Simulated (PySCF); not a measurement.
C₂H₆F₂Si. Atoms are numbered in the order given.

```xyz
11

Si     0.6381    -0.4142     0.0000
F      1.0215     0.4808     1.2954
F      1.0215     0.4808    -1.2954
C     -1.1852    -0.7382     0.0000
C     -2.0248     0.5458     0.0000
H      1.5025    -1.6182     0.0000
H     -1.4206    -1.3639    -0.8809
H     -1.4206    -1.3639     0.8809
H     -3.1031     0.3232     0.0000
H     -1.8092     1.1610    -0.8877
H     -1.8092     1.1610     0.8877
```
Charge 0, spin multiplicity 1.

The structure is a stationary point at r2SCAN-D4/def2-SVP. One conformer was computed; it need not be the lowest.

The numbers are results of SMD-PBE0/6-31G* (PySCF), not measurements.

Solvation free energies are E(SMD) − E(gas) at the gas-phase geometry, for 1 M in both phases. In vacuum the dipole moment is 2.23 D.

| solvent | ΔG(solv) (kcal/mol) | its non-electrostatic (CDS) part | dipole (D) |
|---|---|---|---|
| water | 0.2 | 3.6 | 2.72 |
| tetrahydrofuran | [?] | [?] | [?] |
| chloroform | -3.3 | -0.8 | 2.58 |

Some entries are withheld; supply them. (The exact figures need the calculation; the answer reports its results.)


- tetrahydrofuran, ΔG(solv) (kcal/mol): -2.9
- tetrahydrofuran, its non-electrostatic (CDS) part: -0.1
- tetrahydrofuran, dipole (D): 2.63
